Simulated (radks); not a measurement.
Problem. The nickel ion Ni3+, configuration [Ne] 3s1.5 3p6 3d7 4d0.5 (fractional occupations, a model configuration). Calculated with a radial shooting solver on a logarithmic mesh with Libxc functionals: Dirac Kohn-Sham, LDA (Slater exchange, Perdew-Zunger correlation), spin-unpolarised, spherical densities, finite nucleus; open shells are shared between the two j in proportion to 2j + 1; Fermi nuclear charge, rms radius 3.7757 fm.

Spin-orbit splittings of the eigenvalues, e(l+1/2) - e(l-1/2), with zeta = 2 splitting/(2l+1) and mean radii in bohr:

shell  occ.  splitting (eV)   zeta (eV)  <r> j=l-1/2  <r> j=l+1/2
2p        6               ?           ?       0.2133       0.2165
3p        6           2.299       1.533       0.7574       0.7668
3d        7          0.2866      0.1146       0.8642       0.8680
4p        0          0.2551      0.1701        2.363        2.384
4d      0.5         0.02622     0.01049        3.278        3.283
4f        0       0.0002957  0.00008449        4.628        4.628
5d        0         0.01136    0.004544        6.307        6.316

Estimate the 2p splitting.

Solution. 17.46 eV (zeta = 11.64 eV).
